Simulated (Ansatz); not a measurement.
Born–Oppenheimer molecular dynamics of C3H10ClNSi (16 atoms, charge 0, multiplicity 1). It starts from a relaxed structure.

These are results of RKS PBE/STO-3G (Ansatz), not measurements.

| Quantity | Value |
| --- | --- |
| ensemble | NVT, Langevin thermostat |
| time step | 1 fs |
| steps asked | 240 |
| set temperature | 3000 K |
| friction | 0.001 /fs |
| seed | 770685 |

First frame:

```xyz
16
Properties=species:S:1:pos:R:3
Si -0.009 0.046 -0.103
Cl -0.216 0.265 2.022
C 1.828 -0.053 -0.475
H 2.253 -0.978 -0.050
H 1.998 -0.067 -1.566
H 2.380 0.799 -0.049
N -0.757 1.347 -1.021
C -2.258 1.424 -0.953
H -2.686 0.410 -1.091
H -2.639 1.838 0.012
H -2.628 2.078 -1.772
C -0.153 2.718 -0.893
H -0.541 3.366 -1.708
H -0.386 3.217 0.079
H 0.949 2.649 -0.995
H -0.732 -1.175 -0.440
```

Problem. What does the run give?

Solution. All steps were run.

* steps done: 240
* time covered: 240 fs
* mean temperature over the second half: 1441 K
* spread of the potential energy over the second half: 33.0 meV per atom
* mean potential energy of the second half above the start: 172.3 meV per atom

The mean temperature of the second half is 52 % below the set value. A run of 0.24 ps of so small a system gives no equilibrium averages. Limits of this set-up: minimal basis.

Problem. What happens to the structure?

Solution. The same pairs are bonded in the first frame and the last. Pairs count as bonded within 1.25 times the sum of covalent radii (0.12 Å more for H–H). The details hang on the random start.

Problem. How do temperature and energy run in time?

Solution. 
| time (fs) | T (K) | potential energy less start (eV) |
| --- | --- | --- |
| 0 | 2812 | 0.000 |
| 20 | 1834 | 2.044 |
| 40 | 1660 | 1.932 |
| 60 | 1656 | 2.104 |
| 80 | 1749 | 2.312 |
| 100 | 895 | 3.453 |
| 120 | 1279 | 2.896 |
| 140 | 1109 | 3.266 |
| 160 | 1423 | 2.917 |
| 180 | 1547 | 2.491 |
| 200 | 1518 | 2.492 |
| 220 | 1492 | 2.627 |
| 240 | 2103 | 1.948 |

Time of the run: 15 min on 1 thread of Arm Neoverse V2 (shared host), peak memory 0.1 GiB.
